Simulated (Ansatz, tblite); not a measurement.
Cost and result up the ladder for B2Mo2 (4 atoms). Total charge 0; singlet. Geometry: r2SCAN-D4/def2-TZVP.

```xyz
4

Mo    0.620    0.292   -0.943
Mo   -0.004   -0.597    1.001
B    -0.832   -1.044   -0.745
B     0.216    1.349    0.686
```

Ansatz on 4 threads of Arm Neoverse V1 on a shared host; xTB runs through tblite on one thread. Times are rough, summed over both states, and most runs start from the orbitals of an earlier one. RPA@PBE/def2-TZVP serves as the yardstick here, not as an exact answer. The other state is a quintet at its own geometry.

In the def2 sets Mo takes a core potential; there is no spin–orbit coupling. The xTB rows come from tblite. LC-ωPBE has ω = 0.4 bohr⁻¹. Correlated methods freeze 2 core orbitals; core or outer-core shells of Mo are correlated, in sets that lack core-valence functions. The order of the spin states hangs on the level: the triplet lies 0.12 eV below the singlet at LC-ωPBE/def2-TZVP, but 0.43 eV above it at LDA (SPW92)/def2-TZVP. At PBE0-D4/def2-TZVP a broken-symmetry singlet of charge 0 lies 1.42 eV below the quintet, each at its own geometry. The structure comes from a short search, and lower isomers may exist.

Run but left out: HF/STO-3G (singlet: restricted singlet, unstable in another Hartree–Fock run and untested here); PBE0-D4/def2-TZVP, B2PLYP/def2-TZVP, PBE-QIDH/def2-TZVP (singlet: restricted singlet, unstable towards broken spin symmetry).

Correlated methods converge slowly with the basis.

xTB has no spin-polarisation term.

| level | functions | wall time |
| --- | --- | --- |
| GFN1-xTB | 26 | 0.006 s |
| GFN2-xTB | 26 | 0.009 s |
| LDA (SPW92)/def2-TZVP | 142 | 2.4 s |
| PBE-D4/def2-TZVP | 142 | 4.2 s |
| RPA@PBE/def2-TZVP | 142 | 7.3 s |
| r2SCAN-D4/def2-TZVP (with forces) | 142 | 11 s |
| LC-ωPBE/def2-TZVP | 142 | 12 s |
| CAM-B3LYP-D4/def2-TZVP | 142 | 13 s |

**Question.** Estimate what each level gives for the quintet − singlet (eV).

**Answer.** 
```tsv
level	quintet − singlet (eV)	difference from RPA@PBE/def2-TZVP (eV)	remarks
GFN1-xTB	-0.38	-2.14	–
GFN2-xTB	-0.23	-1.99	–
LDA (SPW92)/def2-TZVP	2.19	0.43	–
PBE-D4/def2-TZVP	1.76	0.00	–
RPA@PBE/def2-TZVP	1.76	0.00	test for broken spin undecided (singlet)
r2SCAN-D4/def2-TZVP (with forces)	1.38	-0.37	–
LC-ωPBE/def2-TZVP	0.87	-0.89	spin-contaminated (⟨S²⟩ 6.23) (quintet)
CAM-B3LYP-D4/def2-TZVP	1.36	-0.39	–
```
